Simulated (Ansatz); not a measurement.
The same atomization along the group O, S, Se.

Computed with Ansatz on PBE0-D4/def2-TZVP structures; ΔE is electronic, products minus reactants. CCSD(T)/CBS adds triple-zeta CCSD(T) − MP2 to the extrapolated MP2 energy (def2 sets, frozen cores). Small cases extrapolate CCSD(T) itself. Functionals use def2-TZVPP. No spin–orbit coupling; open shells (•) take unrestricted orbitals. Spin–orbit coupling would lower the free atoms: a little for Al, Cl, F, O, S; clearly for Se. For Se outer-core shells are correlated without core-valence functions, so the limit isn't a true one: a few kJ/mol of doubt a bond, and 10 to 20 or more in all where bonds break to atoms. Scalar relativity is left out up to krypton. Each species was taken in one conformer, which may not be the lowest.

```
                                        reaction  CCSD(T)/CBS(def2) (kJ/mol)
  `[OH][Al]([F])[Cl]` → Al• + Cl• + F• + H• + O•                           ?
  `[F][Al]([SH])[Cl]` → Al• + Cl• + F• + H• + S•                        1745
`[F][Al]([Cl])[SeH]` → Al• + Cl• + F• + H• + Se•                        1679
```

(1) Fill in the missing values. (An estimate is asked.)

Largest T1 diagnostic: 0.018, for Al•.

Extrapolated directly: `[OH][Al]([F])[Cl]` → Al• + Cl• + F• + H• + O•.

Answers

(1) Computed: `[OH][Al]([F])[Cl]` → Al• + Cl• + F• + H• + O•: +1978.4 kJ/mol.

For atomizations the MP2-based limit and the directly extrapolated one differ by several kJ/mol either way, and by 10 to 25 for some Ge, Se and Sn compounds, so smaller differences from it don't rank the levels.
